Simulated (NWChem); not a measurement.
System: CH5AlS; SMILES C[S][AlH2]

```xyz
8

Al     0.2024    -1.5365     0.0030
H     -0.8329    -2.7346     0.0102
H      1.7832    -1.6892    -0.0077
S     -0.6336     0.4718     0.0078
C      0.8403     1.5536    -0.0017
H      0.8180     2.1891     0.8939
H      0.8030     2.1932    -0.8938
H      1.7774     0.9797    -0.0109
```
Atoms are numbered in this order, from 1.

All runs: NWChem. Pople sets run with spherical d functions. Coordinates come from a PBE0/def2-SVP optimisation. GIAO values for the isolated, static molecule; σ is the absolute isotropic shielding, δ = σ(reference) − σ with the isolated reference molecule computed at the same levels (13C: tetramethylsilane, 1H: tetramethylsilane).

For level Hartree-Fock/6-31G*:

```yaml
"σ Al1 (ppm)": 415.6
"δ H2 (ppm)": 5.36
"δ H3 (ppm)": 5.44
"σ S4 (ppm)": 699.1
"δ C5 (ppm)": 11.4
"δ H6 (rotor mean) (ppm)": 2.06
```

Question: What are these values for level LDA (Slater exchange, VWN5)/pcSseg-1?

Answer: The σ Al1 (ppm) comes out as 248.7. The δ H2 (ppm) is 5.58, the δ H3 (ppm) comes out as 5.70 and the σ S4 (ppm) is 468.4. The δ C5 (ppm) comes out as 18.2. The δ H6 (rotor mean) (ppm) comes out as 2.47.
